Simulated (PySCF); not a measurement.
# Dipole moment and polarisability of `COCC1=[O+][BH2-]OC=C1`

Species: C5H9BO3.
Numbering: `[CH3:1][O:2][CH2:3][C:4]1=[O+:5][BH2-:6][O:7][CH:8]=[CH:9]1` (hydrogens: H10, H11, H12 on C1; H13, H14 on C3; H15, H16 on B6; H17 on C8; H18 on C9)

Structure used (PBE0-D3(BJ)/def2-SVP), in Å, numbered top down from 1:
```
atom  x, y, z in Å
C1     3.2025    0.1187   -0.4210
O2     1.8842   -0.1086   -0.0208
C3     0.9497    0.2032   -0.9934
C4    -0.4443    0.0345   -0.4769
O5    -1.3602    0.1443   -1.3557
B6    -2.8090    0.2935   -0.8819
O7    -2.9663   -0.6576    0.3065
C8    -1.9966   -0.7554    1.1199
C9    -0.7128   -0.2863    0.8563
H10    3.3825    1.1855   -0.6579
H11    3.8583   -0.1724    0.4101
H12    3.4719   -0.4814   -1.3114
H13    1.0470   -0.4268   -1.9023
H14    1.0387    1.2560   -1.3393
H15   -2.9466    1.4354   -0.4609
H16   -3.5515   -0.0556   -1.7718
H17   -2.2123   -1.3037    2.0495
H18    0.1021   -0.3994    1.5667
```

Level: PBE0/def2-SVPD (PySCF), static field, nuclei fixed, core orbitals frozen in the response. The polarisability tensor in these axes (au):

```
x   110.25   4.34  -3.03
y     4.34  67.80  -7.94
z    -3.03  -7.94  86.28
```

Task: Give the principal values, the mean and the anisotropy Δα = √{½[(α1 − α2)² + (α2 − α3)² + (α1 − α3)²]}.

Result: Principal values 64.66, 88.37 and 111.30 au; mean 88.11 au = 13.06 Å³ = 14.53 × 10⁻⁴⁰ C²·m²/J; Δα = 40.39 au (46 % of the mean).

Task: What is the dipole moment, and where does it point?

Result: (4.85, -0.72, 1.38) D, 5.09 D in size, pointing from the negative to the positive side. Measured along this direction, the outermost atoms are H16 at the negative end and H11 at the positive end.

Task: Along which axes do the principal values lie, and how far do the nuclei extend along each?

Result: Largest value along (0.98, 0.13, -0.16), where the nuclei span 6.89 Å; middle along (0.19, -0.32, 0.93), 4.20 Å; least along (-0.07, 0.94, 0.34), 2.52 Å. The response follows the extents in order.

Task: How large is μ²/3kT at 250 K beside α?

Result: In Gaussian units μ²/3kT = 250.32 Å³ against 13.06 Å³, a ratio of 19.17; the Debye molar polarisation (4π/3)N_A(α + μ²/3kT) is 664.4 cm³/mol, leaving out the vibrational part.

Task: Sum over states: ᾱ = Σ f/ω², ω in Eh. What share falls to these 10 lowest TDDFT singlets (eV, f)? 3.70, 0.0303; 4.99, 0.0133; 5.06, 0.0132; 5.48, 0.1381; 6.37, 0.0686; 6.58, 0.0114; 6.59, 0.0170; 6.95, 0.0087; 7.05, 0.0030; 7.21, 0.0529.

Result: They add up to 8.49 au, 9.6 % of the 88.11 au; the largest single term is 3.40 au, from the state at 5.48 eV. Terms in order: 1.64, 0.39, 0.38, 3.40, 1.25, 0.19, 0.29, 0.13, 0.04, 0.75 au. Higher excitations give the rest. The strengths listed sum to 0.356.

Task: What depolarisation ratio follows for Rayleigh scattering of linearly polarised light, taking the static tensor?

Result: ρ = 3Δα²/(45ᾱ² + 4Δα²) = 4894.7/(349350 + 6526.2) = 0.0138.

The structure is a single PBE0-D3(BJ)/def2-SVP conformer in the gas phase; no vibrational or solvent corrections.
